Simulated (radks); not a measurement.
The mean radii <r> (bohr) of the occupied orbitals of an atom or ion are listed with their occupations. Method: scalar-relativistic Kohn-Sham, RPBE, spin-polarised, spherical densities, finite nucleus; Fermi nuclear charge, rms radius of each element as measured or else 0.836 A^(1/3) + 0.57 fm; computed with a radial shooting solver on a logarithmic mesh with Libxc functionals.

| orbital | occ. | <r> |
|---|---|---|
| 1s up | 1 | 0.02274 |
| 1s down | 1 | 0.02274 |
| 2s up | 1 | 0.09701 |
| 2s down | 1 | 0.09701 |
| 2p up | 3 | 0.08548 |
| 2p down | 3 | 0.08548 |
| 3s up | 1 | 0.2550 |
| 3s down | 1 | 0.2549 |
| 3p up | 3 | 0.2534 |
| 3p down | 3 | 0.2532 |
| 3d up | 5 | 0.2311 |
| 3d down | 5 | 0.2309 |
| 4s up | 1 | 0.5772 |
| 4s down | 1 | 0.5772 |
| 4p up | 3 | 0.6101 |
| 4p down | 3 | 0.6101 |
| 4d up | 5 | 0.6629 |
| 4d down | 5 | 0.6635 |
| 5s up | 1 | 1.337 |
| 5s down | 1 | 1.351 |
| 5p up | 3 | 1.514 |
| 5p down | 3 | 1.532 |
| 4f up | 4 | 0.8403 |

Name the element and its charge. Open shells, if any, are filled with parallel spins first.

Answer. Z = 62, samarium, charge +4: Sm4+ in [Xe] 4f4. The 1s radius gives Z: for a bare nucleus <r> = (2 gamma + 1)/(2Z) with gamma = sqrt(1 - (Z/c)^2), 0.02245 bohr for Z = 62, and screening makes it slightly larger (0.02274 here). The occupations add up to 58, and the charge is Z minus that.
